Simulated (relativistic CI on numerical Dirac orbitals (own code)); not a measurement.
## Kr⁵⁺: from the plainest model towards the measured levels

Calculated with a relativistic CI code on KLI orbitals (one set per configuration, finite nucleus), adding one ingredient at a time: step 1, Dirac-Coulomb, each configuration alone; step 2, with Breit and QED terms; step 3, with configuration mixing; step 4, with scaled Slater integrals (0.9); step 5, with a P86 correlation estimate; step 6, tied to the ionisation limit. P86 is a density functional for the correlation energy, evaluated here for each configuration and added to its levels. Step 6 is semi-empirical: configurations made of the next ion and one excited electron move by -7367 cm⁻¹, so that their limit matches the tabulated ionisation energy, and those with a non-penetrating f or g electron also take the P86 value of the least penetrating other one.

CI space (outside the closed core [Ar] 3d10): 4s²4p, 4s4p², 4s²4d, 4s²5s, 4p³, 4s²5p, 4s4p4d, 4s4p5s, 4s²4f, 4s4p4f, 4p²4d, 4s²5d, 4s²6s, 4s4d², 4s²6p, 4p4d², 4d³, 4d²5s, 4d²5p.

Computed minus measured energy above the ground level, in cm⁻¹, for 15 of the 36 excited levels that pair in every step (one J of a term; a digit in brackets numbers repeated terms):

```csv
Configuration,Term,J,Measured,Step 1,Step 2,Step 3,Step 4,Step 5,Step 6
4s²4p,2P°,3/2,8110,155,10,-279,-229,-228,-228
4s4p²,4P,1/2,107836,-14191,-14421,-5239,-3063,-2580,-2580
4s4p²,2D,3/2,141672,3318,2997,-1988,-1877,-1256,-1927
4s4p²,2S,1/2,170084,-806,-1106,3528,-648,-145,-147
4s²4d,2D,3/2,222122,-5271,-5595,2318,853,2601,-3875
4s²5s,2S,1/2,275380,-1402,-1576,9093,7187,10926,3568
4p³,2D°,3/2,276011,17083,16568,-3887,-1511,-344,-344
4p³,4S°,3/2,278787,-8908,-9457,-1741,-632,307,307
4p³,2P°,1/2,303697,7510,6941,402,-619,466,448
4s²5p,2P°,1/2,324120,-1698,-1927,6230,4734,8794,1607
4s4p4d,4D°,3/2,333133,-7026,-7635,2370,2196,4145,4144
4s4p4d,4P°,1/2,338032,-12897,-13492,-3365,-3470,-1521,-1521
4s4p4d,2F°,5/2,352547,-5686,-6215,1908,-274,1951,1431
4s4p5s,4P°,3/2,394817,-15528,-15906,-4384,-4515,-304,-310
4s4p5s,2P°,1/2,403436,-12417,-12779,-394,-1997,2171,2092
```

Mean absolute errors in cm⁻¹, over all paired levels and for the configurations:

```tsv
Configuration, levels	Step 1	Step 2	Step 3	Step 4	Step 5	Step 6
all, 36	9278	9472	4238	2499	2761	2248
4s²4p, 1	155	10	279	229	228	228
4s4p², 8	8080	8061	4344	1949	1680	1846
4s²4d, 2	5252	5598	2264	810	2559	3927
4s²5s, 1	1402	1576	9093	7187	10926	3568
4p³, 5	11816	11462	2097	1084	399	392
4s²5p, 2	1694	1944	6176	4684	8742	1563
4s4p4d, 13	10807	11267	5531	2992	3423	3376
4s4p5s, 4	13586	14009	2293	2917	1428	1381
```

Measured levels: Saloman, J. Phys. Chem. Ref. Data 36, 215 (2007).

The mean absolute error is lowest at step 6 (2248 cm⁻¹), and the largest single drop is from step 2 to 3 (9472 to 4238). The Breit and QED terms change the top of the ground term (measured 8110) from 8265 to 8120. Mixing lowers the ground level by 11429, with 4p³ as its largest admixture; relative to it the configurations that move most are 4s4p4d by +14708, 4s4p5s by +12001, 4s²5s by +10669. Configurations whose own partners of that kind are not in the list rise by much of that lowering, so a short list can trade one imbalance for another. The P86 estimate moves 4s4p5s by +4193, 4s²5p by +4058, 4s²5s by +3739, and takes the mean absolute error of the excited configurations from 2564 to 2834. Step 6 takes that error from 2834 to 2305; the error more than halves for 4s²5s, 4s²5p; it grows for 4s²4d. The shift fits the limit, so it does little for low levels whose errors differ from those near the limit.
